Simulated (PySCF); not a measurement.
## Magnetisability: `C(#C)C1=CC=CP=C1`, C$_{7}$H$_{5}$P

Molfile (atoms numbered from 1):
```
C7H5P
     RDKit          3D

 13 13  0  0  0  0  0  0  0  0999 V2000
    3.2036   -0.0374   -0.0699 C   0  0  0  0  0  0  0  0  0  0  0  0
    2.0074    0.0400   -0.0060 C   0  0  0  0  0  0  0  0  0  0  0  0
    0.5950    0.1420    0.0739 C   0  0  0  0  0  0  0  0  0  0  0  0
   -0.1825   -0.8667   -0.4972 C   0  0  0  0  0  0  0  0  0  0  0  0
   -1.5649   -0.8453   -0.4657 C   0  0  0  0  0  0  0  0  0  0  0  0
   -2.3015    0.1605    0.1268 C   0  0  0  0  0  0  0  0  0  0  0  0
   -1.6405    1.5547    0.9205 P   0  0  0  0  0  0  0  0  0  0  0  0
    0.0498    1.2467    0.7163 C   0  0  0  0  0  0  0  0  0  0  0  0
    4.2487   -0.1084   -0.1285 H   0  0  0  0  0  0  0  0  0  0  0  0
    0.3241   -1.6904   -0.9801 H   0  0  0  0  0  0  0  0  0  0  0  0
   -2.0960   -1.6650   -0.9338 H   0  0  0  0  0  0  0  0  0  0  0  0
   -3.3820    0.0892    0.1009 H   0  0  0  0  0  0  0  0  0  0  0  0
    0.7345    1.9805    1.1251 H   0  0  0  0  0  0  0  0  0  0  0  0
  1  2  3  0
  2  3  1  0
  3  4  1  0
  4  5  2  0
  5  6  1  0
  6  7  2  0
  7  8  1  0
  8  3  2  0
  1  9  1  0
  4 10  1  0
  5 11  1  0
  6 12  1  0
  8 13  1  0
M  END
```

Computed, not measured: GIAO wB97X-D/pcSseg-1 magnetisability, rotational g tensor and spin-rotation constants, non-relativistic, gas phase (PySCF 2.14.0). Geometry: GFN2-xTB.

Problem. How diamagnetic is it, and how anisotropic?

Solution. Isotropic -1292 × 10⁻³⁰ J/T², or -77.8 × 10⁻⁶ cm³/mol; principal values -2027, -960, -889 × 10⁻³⁰ J/T², anisotropy 1105 × 10⁻³⁰ J/T² (root of half the summed squared differences of the principal values). The susceptibility is in cgs units.

Problem. Split it along the inertial axes a, b, c into diamagnetic and paramagnetic parts about the centre of mass, with the quadrupole moment.

Solution. 
| axis | χ (10⁻⁶ cm³/mol) | diamagnetic (10⁻⁶ cm³/mol) | paramagnetic (10⁻⁶ cm³/mol) | summed x² of all electrons (Å²) | quadrupole Θ (D Å) |
| --- | --- | --- | --- | --- | --- |
| a | -57.7 | -397.0 | 339.4 | 221.7 | +6.85 |
| b | -53.7 | -991.5 | 937.8 | 81.6 | +2.19 |
| c | -122.1 | -1286.7 | 1164.6 | 12.0 | -9.03 |

Anisotropies 2χaa − χbb − χcc = +60.4 and 2χbb − χaa − χcc = +72.4 × 10⁻⁶ cm³/mol. Θ is traceless in Buckingham's convention.

Problem. And the rotational g tensor?

Solution. 
| axis | rotational constant (GHz) | g | nuclear part | electronic part |
| --- | --- | --- | --- | --- |
| a | 4.0124 | -0.0708 | 0.5689 | -0.6397 |
| b | 1.2811 | -0.0234 | 0.5411 | -0.5644 |
| c | 0.9711 | +0.0165 | 0.5478 | -0.5313 |

Asymmetric top; isotopes 12C, 1H, 31P; no vibrational averaging.
